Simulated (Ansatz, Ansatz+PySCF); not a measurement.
```xyz
2

Mn    0.0000    0.0000    0.0000
F     0.0000    0.0000    1.9094
```

Basis set: def2-SVP (spherical functions). Correlated methods keep 6 orbitals frozen. Charge 0, multiplicity 7.

Computed with Ansatz (development build ahead of 0.2.0); each method stands on the lowest determinant of its kind that the runs found. Restricted functionals stand beside restricted open-shell atoms, which can lie above the unrestricted atoms usual in DFT and then raise those values.

The atomization energy at this shape (free ground-state atoms in the same class of orbitals less the molecule, no zero-point energy) of septet MnF:

| method | atomization energy |
| --- | --- |
| ωB97X (unrestricted) | 92.48 kcal/mol |
| ωB97X (restricted open-shell) | 93.37 kcal/mol |
| r²SCAN (unrestricted) | 113.06 kcal/mol |
| r²SCAN (restricted open-shell) | 115.41 kcal/mol |
| PBE0 (unrestricted) | 103.05 kcal/mol |
| PBE0 (restricted open-shell) | 104.34 kcal/mol |
| PBE (unrestricted) | 113.51 kcal/mol |
| PBE (restricted open-shell) | 114.62 kcal/mol |
| UHF-MP2 | 101.76 kcal/mol |
| ROHF | 76.79 kcal/mol |

Question: What does UHF give?

Answer: 73.79 kcal/mol.
